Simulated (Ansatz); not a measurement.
Pulling on the Se1–Se2 bond in Se2 (multiplicity 3 held). Energies count from the point at 2.188 Å.


Restricted levels (R-, RO-) in cc, def2 and unpolarised 6-31G sets keep to the state of the molecule at rest. Active spaces are followed from rest. Levels need not reach the same state.

Correlated levels freeze the cores. Filled d and f shells under p-block atoms count as core.

Codes used: Ansatz (a quantum-chemistry and plane-wave program). 

### Question
Estimate the energy at R = 8.753 Å that RO-HF/cc-pVDZ returns for this input.

### Answer
156.4 kcal/mol

### Question
Estimate the energy at R = 8.753 Å that FIC-MRCISD+Q on CASSCF(12,8)/cc-pVDZ returns for this input.

### Answer
66.5 kcal/mol

Doubts at one or more of the structures used: a restricted determinant that unrestricted orbitals would lower (RO-HF/cc-pVDZ).
